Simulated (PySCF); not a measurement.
# Iodine: a sound run and one with changed settings

Sound run: I²⁺ [Kr] 4d10 5s2 5p3, I³⁺ [Kr] 4d10 5s2 5p2. All numbers are calculated (PySCF 2.14, a scalar-relativistic core potential, in def2-TZVP with the def2 core potential (28 electrons)). The sound run starts from symmetry-adapted Hartree-Fock orbitals and uses a fine grid where one is needed.

Changed run: initial guess atom, at most 50 SCF cycles, level shift 10.0 hartree.

| species | method | sound run (hartree) | changed run (hartree) | converged |
| --- | --- | --- | --- | --- |
| I²⁺ | UHF | -295.65756 | -295.65755 | no |
| I²⁺ | M06-2X | -296.55699 | -296.55694 | no |
| I²⁺ | LDA | -296.16264 | -296.16250 | no |
| I³⁺ | UHF | -294.55908 | -294.55908 | no |
| I³⁺ | M06-2X | -295.43878 | -295.43876 | no |
| I³⁺ | LDA | -295.04122 | -295.04116 | no |

A level shift slows the SCF but leaves a converged energy unchanged.
